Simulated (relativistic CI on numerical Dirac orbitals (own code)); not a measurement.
Line list: Electric-dipole lines, I42+

Computed by Dirac-Coulomb-Breit CI, KLI orbitals optimised for each configuration, model QED (radiative potential, 1s self-energy scaled to tabulated hydrogen-like ionisation energies), unscaled Slater integrals (own radial code, finite nucleus).

Configuration list (outside the closed core [Ne]): 3s, 3p, 3d, 4s, 4p, 4d, 4f, 5s, 5p, 5d, 5f, 5g, 6s, 6p, 6d, 7s, 7p. Levels of other configurations are missing.

```tsv
λ vac (nm)	Lower	Upper	A (s⁻¹)	gf	Branching (%)
0.62492	3p ²P°3/2 [3]	5d ²D5/2 [17]	1.28e+13	4.49e-01	72.2
0.66217	3d ²D3/2 [4]	5f ²F°5/2 [18]	1.69e+13	6.67e-01	62.8
0.66783	3d ²D5/2 [5]	5f ²F°7/2 [19]	1.77e+13	9.49e-01	66.8
0.81312	3s ²S1/2 [1]	4p ²P°3/2 [8]	9.11e+12	3.61e-01	80.1
0.84111	3p ²P°1/2 [2]	4d ²D3/2 [9]	1.95e+13	8.27e-01	82.2
0.88385	3p ²P°3/2 [3]	4d ²D5/2 [10]	2.41e+13	1.69e+00	99.7
0.95105	3d ²D3/2 [4]	4f ²F°5/2 [11]	4.71e+13	3.83e+00	93.3
0.96161	3d ²D5/2 [5]	4f ²F°7/2 [12]	4.98e+13	5.52e+00	99.9
1.8199	4s ²S1/2 [6]	5p ²P°3/2 [15]	1.97e+12	3.92e-01	20.9
1.8677	4p ²P°1/2 [7]	5d ²D3/2 [16]	3.58e+12	7.49e-01	20.3
1.9503	4p ²P°3/2 [8]	5d ²D5/2 [17]	4.63e+12	1.58e+00	26.2
2.0626	4d ²D3/2 [9]	5f ²F°5/2 [18]	8.23e+12	3.15e+00	30.6
2.0833	4d ²D5/2 [10]	5f ²F°7/2 [19]	8.79e+12	4.58e+00	33.1
2.1674	4f ²F°5/2 [11]	5g ²G7/2 [20]	1.42e+13	7.98e+00	95.9
2.1760	4f ²F°7/2 [12]	5g ²G9/2 [21]	1.46e+13	1.04e+01	99.5
3.4903	5p ²P°1/2 [14]	6d ²D3/2 [25]	9.92e+11	7.25e-01	8.3
3.6316	5p ²P°3/2 [15]	6d ²D5/2 [26]	1.32e+12	1.57e+00	11.0
6.1151	3p ²P°1/2 [2]	3d ²D3/2 [4]	1.53e+11	3.44e-01	95.7
7.0250	3s ²S1/2 [1]	3p ²P°3/2 [3]	1.43e+11	4.23e-01	100.0
8.7692	3p ²P°3/2 [3]	3d ²D5/2 [5]	6.30e+10	4.36e-01	100.0
15.713	4p ²P°1/2 [7]	4d ²D3/2 [9]	3.88e+10	5.75e-01	0.2
17.127	4s ²S1/2 [6]	4p ²P°3/2 [8]	3.43e+10	6.03e-01	0.3
22.765	4p ²P°3/2 [8]	4d ²D5/2 [10]	1.55e+10	7.21e-01	0.1
31.796	5p ²P°1/2 [14]	5d ²D3/2 [16]	1.29e+10	7.81e-01	0.1
34.080	5s ²S1/2 [13]	5p ²P°3/2 [15]	1.11e+10	7.76e-01	0.1
46.202	5p ²P°3/2 [15]	5d ²D5/2 [17]	5.09e+09	9.78e-01	0.0
56.056	6p ²P°1/2 [23]	6d ²D3/2 [25]	5.18e+09	9.76e-01	0.0
59.662	6s ²S1/2 [22]	6p ²P°3/2 [24]	4.44e+09	9.47e-01	0.1
81.540	6p ²P°3/2 [24]	6d ²D5/2 [26]	2.04e+09	1.22e+00	0.0
95.654	7s ²S1/2 [27]	7p ²P°3/2 [29]	2.03e+09	1.11e+00	0.0
```

Terms are leading LS components. Brackets give the number of a level in order of energy, since labels repeat. The list gives strong lines, with weight on those to low levels, without lines whose two gauges differ by over a factor of 2.5. Levels whose partners in the same complex of configurations lie outside the list can be far off, and so can their lines. Rates are taken at the computed energies, electric ones in the length gauge.

At this charge energies of transitions that change n are usually good to better than 1 %, and those within a shell (Δn = 0) to a few per cent.

(1) From the table, what is the radiative lifetime of 5d ²D5/2?

## Answers

(1) The listed rates from this level add up to about 1.74e+13 s⁻¹, 98 % of its decay; with all channels τ = 5.65e-14 s.
